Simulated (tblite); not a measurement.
Compound: C5H12O2Si.
Cartesian coordinates in Å at the GFN2-xTB level; atoms count from 1:
```xyz
20
C5H12O2Si angstrom
C     -0.538    1.943   -1.289
C     -0.405    0.633   -1.362
C     -0.358   -0.291   -0.171
C     -1.761   -0.866    0.071
C      0.635   -1.438   -0.448
O      0.711   -2.345    0.616
O      0.025    0.380    1.002
Si     1.412    1.041    1.504
H     -0.602    2.448   -0.340
H     -0.587    2.559   -2.170
H     -0.355    0.127   -2.316
H     -2.157   -1.285   -0.849
H     -2.420   -0.074    0.419
H     -1.710   -1.647    0.826
H      1.621   -0.996   -0.658
H      0.310   -2.013   -1.317
H      0.830   -1.839    1.430
H      2.433    0.027    1.808
H      1.996    1.965    0.531
H      0.916    1.684    2.710
```

Level: GFN2-xTB in tblite, geometry and Hessian alike; calculated harmonic values, unscaled, isolated species. This tight-binding method is rough: wavenumbers can miss measured ones by several per cent, in bad cases by 10 to 20. Modes of hydrogen on silicon can be 10 to 20 % off. One conformer, not necessarily the lowest.

Harmonic wavenumbers (cm⁻¹): 61.5, 106.4, 117.4, 129.8, 168.2, 180.5, 213.1, 267.5, 292.8, 312.0, 364.3, 412.1, 451.6, 577.5, 620.1, 627.7, 671.0, 712.4, 750.1, 817.0, 854.1, 866.6, 898.8, 917.7, 951.3, 1018.4, 1030.2, 1058.8, 1088.6, 1125.5, 1158.9, 1182.5, 1221.9, 1286.5, 1308.9, 1346.4, 1389.8, 1401.3, 1467.7, 1476.5, 1479.8, 1711.0, 2185.0, 2250.8, 2337.4, 2858.3, 2988.8, 3038.4, 3046.0, 3048.1, 3065.0, 3107.0, 3133.3, 3515.0.

A = 1764, B = 1680, C = 1086 MHz; mass 132.061 u (most abundant isotopes); point group C1, symmetry number 1.

Question: Zero-point energy?

Answer: ½Σν̃ = 34334 cm⁻¹ = 410.72 kJ/mol.

Question: What is S at 350 K and 1 bar for an ideal gas of classical rigid rotors and harmonic oscillators?

Answer: Translation 173.09, rotation 123.30, vibration 157.29: S = 453.7 J/(mol K).

Question: And Cp and H(350 K) − H(0)?

Answer: Cp = 200.80 J/(mol K), of which vibrations give 167.54 (their classical limit is 54 R = 449.0); H(350 K) − H(0) = 41.44 kJ/mol without the zero-point energy, 29.80 from vibrations.

Question: Which modes carry the vibrational entropy at 350 K?

Answer: 61.5 cm⁻¹: 19.77; 106.4 cm⁻¹: 15.26; 117.4 cm⁻¹: 14.45; 129.8 cm⁻¹: 13.64; 168.2 cm⁻¹: 11.55; 180.5 cm⁻¹: 10.98 J/(mol K); the other 48 give 71.65 together.

Question: How do the functions run with temperature in this model?

Answer: 
```
 T (K)  S (J/(mol K))  Cp (J/(mol K))  H − H(0) (kJ/mol)  G − H(0) (kJ/mol)  ln q(vib)
   150          327.5           109.3              10.37             -38.75       2.81
   250          394.1           155.4              23.60             -74.92       5.74
298.15          423.4           177.7              31.62             -94.60       7.16
   400          481.9           221.6              52.01            -140.74      10.14
   600          585.1           287.8             103.37            -247.68      15.85
   900          714.8           351.0             199.99            -443.34      23.82
```

q(vib) and H(0) count from the zero-point level.

Hindered rotation and anharmonicity are outside this model. Other conformers, if any are populated, would add a mixing term that is left out. The structure is chiral; the term R ln 2 for an equal mix with its mirror image is left out.
